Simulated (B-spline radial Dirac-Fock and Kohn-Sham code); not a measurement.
Z = 59 (praseodymium), transition energy 200 keV. Calculated with an atomic code on a B-spline grid, using a Dirac-Hartree-Slater potential of the neutral atom with a Latter tail (no hole, which puts coefficients of high multipoles low close above an edge), finite nucleus with surface currents. Subshells that would emit electrons below 1 keV are left out.

Task: A pure transition shows α(K) = 0.859, L1/L2 = 8.67 and L1/L3 = 11.6. What is its multipolarity?
A. M3
B. E4
C. M1
D. M2
E. E2
F. M4
G. E3
H. E1

Result: D. For comparison, α(K), L1/L2, L1/L3 are E1 0.0324, 9.45, 7.75; E2 0.142, 1.19, 1.36; E3 0.542, 0.272, 0.374; E4 2.01, 0.103, 0.155; M1 0.160, 14.2, 71.5; M3 3.84, 5.75, 2.90; M4 16.9, 4.21, 1.29.
